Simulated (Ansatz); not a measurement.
`CC[SiH2]C#N` + `C=C` → `C=CC#N` + `CC[SiH3]` at 298.15 K and 1 bar (formal exchange of groups at a C–Si bond).

Isolated molecules relaxed with PBE0-D4/def2-TZVP in Ansatz; ΔE leaves out vibrations. CCSD(T)/CBS is the MP2 limit (def2-TZVPP, def2-QZVPP) plus CCSD(T) − MP2 in def2-TZVPP, frozen cores. This one scheme is used for every species. Each species was taken in one conformer, which may not be the lowest.

| species | CCSD(T)/CBS energy (Eh) | H − E (kJ/mol) | S (J/(mol·K)) |
| --- | --- | --- | --- |
| `CC[SiH2]C#N` | -462.15225 | 260.3 | 344.8 |
| `C=C` | -78.48111 | 144.6 | 218.9 |
| `C=CC#N` | -170.61843 | 147.1 | 272.6 |
| `CC[SiH3]` | -369.99568 | 252.6 | 298.1 |

H − E and S are ideal-gas, rigid-rotor, harmonic terms from PBE0-D4/def2-TZVP, for one conformer and one mirror image of each species. 1 Eh = 2625.50 kJ/mol, R = 8.31446 J/(mol·K).

Q: By hand: ΔE, ΔH, ΔS and ΔG.

A: ΔE = (-170.61843) + (-369.99568) − (-462.15225) − (-78.48111) = 0.01925 Eh = 50.5 kJ/mol. Δ(H − E) = 147.1 + 252.6 − 260.3 − 144.6 = -5.2, so ΔH = 45.3 kJ/mol. ΔS = 272.6 + 298.1 − 344.8 − 218.9 = 7.0 J/(mol·K). ΔG = 45.3 − 298.15 × (7.0)/1000 = 43.2 kJ/mol.

Q: By hand: the equilibrium constant, and the temperature at which ΔG would vanish if ΔH and ΔS stayed fixed.

A: log₁₀ K = −ΔG/(RT ln 10) = -7.6. ΔG = 0 at ΔH/ΔS = 6471 K, far beyond where these terms or the molecules hold.

The number of gas molecules stays the same, so ΔS is small and ΔH decides. A doubt of 5 kJ/mol in ΔE shifts log₁₀ K by 0.9 here. Other conformers and mirror images would add mixing entropy, several J/(mol·K) or more a flexible species. These are equilibria of isolated gas molecules and say nothing of rates. Largest T1 diagnostic: 0.014 (customary marks: 0.02 for closed shells, 0.045 for open ones).
